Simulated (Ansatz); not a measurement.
BH₆NOSi, SMILES `NB[SiH2]O`. Charge 0, multiplicity 1.

```xyz
10

N    -0.2617   -1.5924    1.0034
B     0.4170   -0.7823    0.1068
Si   -0.1094    1.1472   -0.1667
O    -0.2326    1.5563   -1.7715
H    -0.0151   -2.5537    1.1770
H    -1.0539   -1.2836    1.5430
H     1.3370   -1.2777   -0.4885
H     0.8750    2.0396    0.5242
H    -1.4490    1.4582    0.4093
H     0.4927    1.2884   -2.3368
```

Task: Give the diagnostics of a CCSD(T)/def2-TZVPP run (frozen core, Ansatz 0.2.0). (An estimate is asked.)

Result: Computed: T1 = 0.0130, largest single amplitude 0.026, largest double 0.023, (T) share of the correlation energy 3.5 %, 10 CCSD cycles. The RHF solution is stable towards an unrestricted one. T1 lies under the customary mark of 0.02 for closed shells.
